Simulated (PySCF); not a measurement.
## Löwdin shares of the frontier orbitals

Species: C5H7FSi.
Structure used (GFN2-xTB), in Å, numbered top down from 1:
```
atom  x, y, z in Å
C1    -2.974   -0.257    0.437
C2    -1.618    0.058    0.046
C3    -0.483    0.295   -0.271
C4     0.855    0.607   -0.632
F5     0.945    1.777   -1.376
C6     1.766   -0.512   -1.157
Si7    2.363    0.200    0.480
H8    -3.126   -0.024    1.491
H9    -3.171   -1.316    0.274
H10   -3.675    0.327   -0.159
H11    1.303   -1.488   -1.203
H12    2.277   -0.265   -2.078
H13    3.451    1.155    0.438
H14    2.088   -0.559    1.684
```

Level of theory: PySCF 2.14.0, density-fitted response routines, TDDFT wB97X-D/def2-SVPD, vertical, gas phase, core orbitals frozen in the response. GFN2-xTB frequencies show an imaginary mode (23i cm⁻¹), so this geometry is no minimum at that level.

Kohn–Sham orbitals with the atoms that hold most of them (Löwdin shares over 4%, at most four atoms; ? is withheld):

```json
{"orbital": "HOMO-3", "ε (eV)": "-11.05", "atoms": "F5 23%, C4 17%, C3 16%, C6 16%"}
{"orbital": "HOMO-2", "ε (eV)": "-10.01", "atoms": "C3 23%, C6 18%, C2 18%, Si7 12%"}
{"orbital": "HOMO-1", "ε (eV)": "-9.48", "atoms": "?"}
{"orbital": "HOMO", "ε (eV)": "-8.25", "atoms": "C2 21%, C4 20%, C3 16%, Si7 16%"}
{"orbital": "LUMO", "ε (eV)": "1.41", "atoms": "?"}
{"orbital": "LUMO+1", "ε (eV)": "2.05", "atoms": "C2 16%, Si7 16%, C3 14%, C4 13%"}
{"orbital": "LUMO+2", "ε (eV)": "2.16", "atoms": "Si7 27%, C1 14%, C2 13%, H14 9%"}
```

**Question.** Give the leading atoms of the HOMO-1.

**Answer.** C3 (bonded to 2 C) 30%; C2 (bonded to 2 C) 28%; C6 (bonded to C, Si and 2 H) 13%; Si7 (bonded to 2 C and 2 H) 7%. By element: carbon 72% or more, silicon 7%.

**Question.** Give the leading atoms of the LUMO.

**Answer.** Si7 (bonded to 2 C and 2 H) 41%; H13 (bonded to Si) 11%; C6 (bonded to C, Si and 2 H) 10%; C4 (bonded to 2 C, F and Si) 10%. By element: silicon 41%, carbon 21% or more, hydrogen 11% or more.

**Question.** The HOMO–LUMO gap is 9.66 eV. Where does the response calculation put the lowest singlet, and from which orbitals?

**Answer.** S1 is at 5.26 eV (f = 0.028), 4.40 eV below the gap, made of HOMO→LUMO+1 (68%), HOMO→LUMO (18%). Its leading pair isn't HOMO and LUMO; the energies of that pair differ by 10.31 eV. Without the coupling terms of the response equations the lowest excitation would equal the gap.

Next come S2 at 5.76 eV (f 0.185), HOMO→LUMO (73%), HOMO→LUMO+1 (15%); S3 at 6.28 eV (f 0.026), HOMO→LUMO+2 (42%), HOMO→LUMO+3 (27%); S4 at 6.38 eV (f 0.0099), HOMO-1→LUMO (30%), HOMO-1→LUMO+1 (23%), HOMO→LUMO+2 (19%); S5 at 6.66 eV (f 0.055), HOMO-1→LUMO (21%), HOMO→LUMO+3 (15%), HOMO→LUMO+2 (14%).

Hardware: Arm Neoverse N1, one thread (shared host). Cost: 56 s, 0.86 GiB resident at most.
